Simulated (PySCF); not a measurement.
PySCF input for C2H8F2Si2, SMILES FC(F)C[SiH2][SiH3], PBE0/pcSseg-1. Geometry optimised at B3LYP-D3(BJ)/def2-SVP. The structure was generated by enumeration, and PubChem lists no compound with its InChIKey, so it may never have been made. The values are those of a single conformer.

```python
import numpy as np
from pyscf import gto, scf, dft
from pyscf.prop.nmr import rks as nmr

mol = gto.M(
    atom='''
    F    -2.51020137    1.29999021   -0.40069855
    C    -1.29065462    0.69615795   -0.43168843
    F    -1.35141652   -0.29336412   -1.37346568
    C    -0.94532306    0.11152154    0.91584786
    Si    0.61037795   -0.99425782    0.92345300
    Si    2.37319951    0.05496619   -0.22756749
    H    -0.55663877    1.44424767   -0.78342319
    H    -1.80769267   -0.48377356    1.26014811
    H    -0.80813990    0.93447496    1.63566446
    H     0.31097408   -2.31533726    0.30276961
    H     1.00086772   -1.21918294    2.34701229
    H     2.63383864    1.40192963    0.36564100
    H     3.62228409   -0.75689894   -0.14513480
    H     2.00484934    0.23891133   -1.66255285
    ''',
    basis='pcSseg-1',
    charge=0,
    spin=0,
    max_memory=1600,
    verbose=3,
)
mf = dft.RKS(mol, xc='pbe0')
mf.grids.level = 3
mf.conv_tol = 1e-10
mf.max_cycle = 100
mf.kernel()
n = nmr.NMR(mf)
n.verbose = 2
n.max_cycle_cphf = 60
sigma = n.kernel()
print('atom   isotropic/ppm   span/ppm')
for i, s in enumerate(sigma):
    w = np.linalg.eigvalsh((s + s.T) / 2)
    print(f'{mol.atom_symbol(i):2s}{i + 1:3d} {w.mean():14.3f} {w[2] - w[0]:11.3f}')
```

Output:

```
converged SCF energy = -859.116960991663
atom   isotropic/ppm   span/ppm
F   1        288.054     156.505
C   2         62.967      43.962
F   3        302.473     181.007
C   4        165.855      45.022
Si  5        426.332      56.212
Si  6        462.085      10.029
H   7         25.480       5.309
H   8         29.396       9.349
H   9         30.182      10.395
H  10         27.295       8.800
H  11         27.415       8.915
H  12         27.775       8.271
H  13         27.763       9.104
H  14         27.599       8.266
```

The calculation finished and met its thresholds.

Cost: about 60 core-seconds (a rough figure).
